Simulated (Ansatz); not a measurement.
The same path of AsBH$_{4}$O$_{2}$ (8 atoms, charge 0, multiplicity 1) was run twice with different band settings. The coordinate that changes most is the dihedral B1–O2–As3–O4.

Theory: RKS BHLYP/def2-SVP in Ansatz.

Relaxed end points:

```xyz
8
Properties=species:S:1:pos:R:3
B -0.246 1.625 -0.090
O -0.416 0.344 -0.447
As -0.398 -1.036 0.729
O 1.231 -1.629 0.413
H -0.116 1.930 1.070
H -0.232 2.453 -0.961
H -1.134 -1.935 -0.259
H 1.404 -1.809 -0.511
```

```xyz
8
Properties=species:S:1:pos:R:3
B -0.188 1.336 -0.171
O -0.802 0.523 0.694
As -0.640 -1.280 0.790
O 1.106 -1.452 0.621
H 0.549 0.894 -1.023
H -0.395 2.516 -0.093
H -0.997 -1.501 -0.682
H 1.459 -1.093 -0.193
```

Common settings: spring 5.0 eV/Å²; optimiser quadratic models (default); start path through a guess of the saddle point; force threshold 0.03 eV/Å; iteration limit 60; end points relaxed.

| run | movable images | climbing image |
| --- | --- | --- |
| 1 | 7 | yes |
| 2 | 6 | no |

**Question.** What does each run give, and how far can it be trusted?

**Answer.** Run 1: converged after 21 iterations, highest image 0.042 eV above the first end. A vibrational analysis at the climbing image gives one clearly imaginary mode, 54i cm⁻¹: a first-order saddle point.
Run 2: converged after 14 iterations, highest image 0.041 eV above the first end. No image climbed, so the highest image needn't sit at the top of the path.
